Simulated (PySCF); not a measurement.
SMILES [CH3][Al]([CH3])[CH2]C[Si](F)(F)F, singlet, GFN2-xTB optimised geometry.

```
19

Si    -2.87     1.26     0.00
F     -3.58     2.68     0.00
F     -3.51     0.51     1.25
F     -3.51     0.52    -1.25
C     -0.99     1.26     0.00
C     -0.40    -0.18    -0.04
Al     1.61    -0.14     0.07
C      2.60    -1.82    -0.30
C      2.49     1.58     0.55
H     -0.61     1.77     0.89
H     -0.61     1.82    -0.86
H     -0.84    -0.76     0.78
H     -0.76    -0.68    -0.95
H      3.20    -1.77    -1.22
H      3.31    -2.07     0.50
H      1.93    -2.68    -0.41
H      2.21     2.42    -0.10
H      2.27     1.90     1.57
H      3.58     1.48     0.48
```

Density from PBE0/def2-SVP (PySCF) at that geometry.

Minimum of the electron density along straight lines between bonded atoms, close to the bond critical point (lines longer than 1.1 times the sum of covalent radii, or with two minima, are not listed):

```json
[
 {"bond": "Si1–F2", "length / Å": "1.592", "ρ at the minimum / e bohr⁻³": "0.125", "∇²ρ there / e bohr⁻⁵": "1.18", "position (fraction from the first atom)": "0.42"},
 {"bond": "Si1–F3", "length / Å": "1.590", "ρ at the minimum / e bohr⁻³": "0.125", "∇²ρ there / e bohr⁻⁵": "1.19", "position (fraction from the first atom)": "0.42"},
 {"bond": "Si1–F4", "length / Å": "1.590", "ρ at the minimum / e bohr⁻³": "0.125", "∇²ρ there / e bohr⁻⁵": "1.19", "position (fraction from the first atom)": "0.42"},
 {"bond": "Si1–C5", "length / Å": "1.874", "ρ at the minimum / e bohr⁻³": "0.124", "∇²ρ there / e bohr⁻⁵": "0.30", "position (fraction from the first atom)": "0.38"},
 {"bond": "C5–C6", "length / Å": "1.552", "ρ at the minimum / e bohr⁻³": "(withheld)", "∇²ρ there / e bohr⁻⁵": "(withheld)", "position (fraction from the first atom)": "0.51"},
 {"bond": "C6–Al7", "length / Å": "2.018", "ρ at the minimum / e bohr⁻³": "0.076", "∇²ρ there / e bohr⁻⁵": "0.29", "position (fraction from the first atom)": "0.61"},
 {"bond": "Al7–C8", "length / Å": "1.988", "ρ at the minimum / e bohr⁻³": "0.079", "∇²ρ there / e bohr⁻⁵": "0.31", "position (fraction from the first atom)": "0.40"},
 {"bond": "Al7–C9", "length / Å": "1.993", "ρ at the minimum / e bohr⁻³": "0.078", "∇²ρ there / e bohr⁻⁵": "0.30", "position (fraction from the first atom)": "0.40"},
 {"bond": "C5–H10", "length / Å": "1.094", "ρ at the minimum / e bohr⁻³": "0.271", "∇²ρ there / e bohr⁻⁵": "-0.96", "position (fraction from the first atom)": "0.63"},
 {"bond": "C5–H11", "length / Å": "1.093", "ρ at the minimum / e bohr⁻³": "0.271", "∇²ρ there / e bohr⁻⁵": "-0.96", "position (fraction from the first atom)": "0.62"},
 {"bond": "C6–H12", "length / Å": "1.099", "ρ at the minimum / e bohr⁻³": "0.265", "∇²ρ there / e bohr⁻⁵": "-0.91", "position (fraction from the first atom)": "0.62"},
 {"bond": "C6–H13", "length / Å": "1.098", "ρ at the minimum / e bohr⁻³": "0.266", "∇²ρ there / e bohr⁻⁵": "-0.92", "position (fraction from the first atom)": "0.62"},
 {"bond": "C8–H14", "length / Å": "1.095", "ρ at the minimum / e bohr⁻³": "0.263", "∇²ρ there / e bohr⁻⁵": "-0.90", "position (fraction from the first atom)": "0.62"},
 {"bond": "C8–H15", "length / Å": "1.095", "ρ at the minimum / e bohr⁻³": "0.264", "∇²ρ there / e bohr⁻⁵": "-0.90", "position (fraction from the first atom)": "0.62"},
 {"bond": "C8–H16", "length / Å": "1.096", "ρ at the minimum / e bohr⁻³": "0.265", "∇²ρ there / e bohr⁻⁵": "-0.91", "position (fraction from the first atom)": "0.62"},
 {"bond": "C9–H17", "length / Å": "1.095", "ρ at the minimum / e bohr⁻³": "0.264", "∇²ρ there / e bohr⁻⁵": "-0.90", "position (fraction from the first atom)": "0.62"},
 {"bond": "C9–H18", "length / Å": "1.095", "ρ at the minimum / e bohr⁻³": "0.263", "∇²ρ there / e bohr⁻⁵": "-0.90", "position (fraction from the first atom)": "0.62"},
 {"bond": "C9–H19", "length / Å": "1.096", "ρ at the minimum / e bohr⁻³": "0.265", "∇²ρ there / e bohr⁻⁵": "-0.91", "position (fraction from the first atom)": "0.62"}
]
```

Problem. Complete the blanks.

Solution. 
- C5–C6, ρ at the minimum / e bohr⁻³: 0.223
- C5–C6, ∇²ρ there / e bohr⁻⁵: -0.46
